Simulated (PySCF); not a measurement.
C₆H₁₀BNS.
Atom-mapped SMILES: `[CH3:1][N:2]([CH3:3])[BH:4][c:5]1[cH:6][cH:7][cH:8][s:9]1` (hydrogens: H10, H11, H12 on C1; H13, H14, H15 on C3; H16 on B4; H17 on C6; H18 on C7; H19 on C8)

Geometry (PBE0-D3(BJ)/def2-SVP, Å), atoms numbered from 1 in this order:
```xyz
19
C6H10BNS angstrom
C     -2.8450   -0.7722   -0.1700
N     -1.5349   -0.1979    0.0294
C     -1.5236    1.2421   -0.0606
B     -0.4148   -0.9998    0.2778
C      1.0520   -0.4937    0.4044
C      1.7405    0.6022   -0.0903
C      3.1189    0.6176    0.2433
C      3.4825   -0.4720    0.9975
S      2.1544   -1.5102    1.2743
H     -3.5672   -0.3835    0.5706
H     -3.2398   -0.5289   -1.1732
H     -2.7963   -1.8637   -0.0733
H     -1.6568    1.5913   -1.1011
H     -2.3488    1.6686    0.5358
H     -0.5823    1.6466    0.3286
H     -0.6166   -2.1876    0.4149
H      1.2725    1.3696   -0.7085
H      3.8165    1.3991   -0.0621
H      4.4673   -0.7065    1.4007
```

All values: PBE0/pcSseg-1 and wB97X-D/def2-SVPD (PySCF, non-relativistic), on one gas-phase PBE0-D3(BJ)/def2-SVP geometry that isn't relaxed in the solvent. The solvent is an IEF-PCM continuum (cavity from Bondi-type radii × 1.2). Only the electrostatic response of the medium enters.

Gas phase at PBE0/pcSseg-1: HOMO -6.55 eV, LUMO -0.92 eV, dipole 2.04 D.

Q: What does the continuum do to the energy, the frontier levels and the dipole at PBE0/pcSseg-1 in cyclohexane and dichloromethane?

A: 
```tsv
solvent	ε	E(solvent) − E(gas) (kcal/mol)	polarisation term (kcal/mol)	distortion of the solute (kcal/mol)	HOMO (eV)	LUMO (eV)	dipole (D)
cyclohexane	2.017	-1.44	-1.53	0.09	-6.55	-0.95	2.33
dichloromethane	8.93	-3.28	-3.77	0.49	-6.59	-1.02	2.69
```

The first energy column is the sum of the next two and covers electrostatics alone. From cyclohexane to dichloromethane the lowering changes by a factor 2.28, Onsager's factor (ε − 1)/(2ε + 1) by 2.08 and ε itself by 4.4.

Q: Which radius a makes the point-dipole formula ΔE = −[(ε − 1)/(2ε + 1)]·μ²/a³ give the value in dichloromethane, with the gas-phase dipole?

A: μ = 0.804 au and |ΔE| = 0.00523 Eh give a = 1.97 Å; the farthest nucleus lies 4.69 Å from the centroid of the nuclei, so such a sphere wouldn't even hold the nuclei. The formula assumes a rigid point dipole at the centre of a sphere.

Q: Give the dipole vector in the frame of the coordinates (D, pointing from negative to positive charge), gas and dichloromethane.

A: Gas (-1.11, 1.62, -0.55), solvent (-1.35, 2.20, -0.76). Its length changes by +32 % and its direction by 3°.

Q: Which Hirshfeld charges (PBE0/pcSseg-1) respond most in cyclohexane (means over atoms taken as equivalent)?

A: 
```tsv
atoms	environment	gas (e)	solvent (e)	change
S9	thiophene-type sulfur	+0.111	+0.103	-0.008
B4	three-coordinate boron	+0.089	+0.084	-0.005
H19	aromatic hydrogen	+0.055	+0.059	+0.004
H17	aromatic hydrogen	+0.050	+0.053	+0.003
H18	aromatic hydrogen	+0.053	+0.056	+0.003
C5	substituted aromatic carbon	-0.104	-0.107	-0.003
```

Gas phase at wB97X-D/def2-SVPD: HOMO -8.32 eV, LUMO 0.74 eV, dipole 1.96 D.

Q: What does the continuum do to the energy, the frontier levels and the dipole at wB97X-D/def2-SVPD in cyclohexane?

A: 
```tsv
solvent	ε	E(solvent) − E(gas) (kcal/mol)	polarisation term (kcal/mol)	distortion of the solute (kcal/mol)	HOMO (eV)	LUMO (eV)	dipole (D)
cyclohexane	2.017	-1.37	-1.46	0.09	-8.32	0.71	2.25
```

Q: How does the static polarisability (wB97X-D/def2-SVPD, frozen core, with the continuum's full static response) change?

A: 
```json
{"medium": "gas", "isotropic (au)": "114.0", "principal values (au)": "75.9, 114.4, 151.5", "⟨r²⟩ of the electrons (bohr²)": "1773.7"}
{"medium": "cyclohexane", "isotropic (au)": "129.4", "principal values (au)": "85.4, 132.3, 170.5", "⟨r²⟩ of the electrons (bohr²)": "1772.7"}
```

The isotropic value in cyclohexane is 1.14 times the gas-phase one; no cavity-field correction is applied. ⟨r²⟩ is taken about the centre of nuclear charge.

wB97X-D is run here without its empirical dispersion term; that term would change no orbital, density or response property at a fixed geometry.
